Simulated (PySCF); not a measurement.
F3Si, SMILES F[Si](F)F, multiplicity 2. Coordinates come from a PBE-D3(BJ)/def2-TZVP optimisation. The isomer is the one that the SMILES or the coordinates give; other isomers of the formula were not compared.

Computed equilibrium geometry at PBE-D3(BJ)/def2-TZVP (PySCF confirms it by a frequency run) as bond lengths and angles, and its point group:
point group C3v.
Atoms: F1 Si2 F3 F4. Bond lengths (Å): F1–Si2 1.602, Si2–F3 1.602, Si2–F4 1.602. Bond angles (°): F1–Si2–F3 108.0, F1–Si2–F4 108.0, F3–Si2–F4 108.0.
Charge 0, spin multiplicity 2.
